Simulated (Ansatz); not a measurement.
Reaction (substitution at a C–Se bond): `O=C[Se][GeH3]` + `C=CCO` → `C=CCOC=O` + `[GeH3][SeH]`

Isolated molecules relaxed with PBE0-D4/def2-TZVP in Ansatz; ΔE leaves out vibrations. CCSD(T)/CBS adds triple-zeta CCSD(T) − MP2 to the extrapolated MP2 energy (def2 sets, frozen cores). DFT in def2-TZVPP. B3LYP here is the variant with VWN-RPA as its local correlation; programs differ in this. For Ge, Se outer-core shells are correlated without core-valence functions, which leaves a few kJ/mol of doubt a bond. Scalar relativity is left out up to krypton. One conformer a species, not always the lowest.

```tsv
level	ΔE (eV)
r2SCAN-D4	-0.37
B3LYP-D4	-0.36
PBE	-0.31
CCSD(T)/def2-TZVPP	-0.39
```

Q: What does CCSD(T)/CBS give? (Estimate.)

A: Computed: -0.35 eV. The listed levels differ from it by -0.02, -0.01, 0.04, -0.04 eV.

Largest T1 diagnostic among the species: 0.014.

In def2-TZVPP, CCSD(T) changes the Hartree–Fock value by +0.26 eV (the triples alone add +0.04 eV) and MP2 by +0.31 eV. From PBE to PBE0 (25 % exact exchange), in def2-TZVPP and without D4, ΔE moves by −0.09 eV.
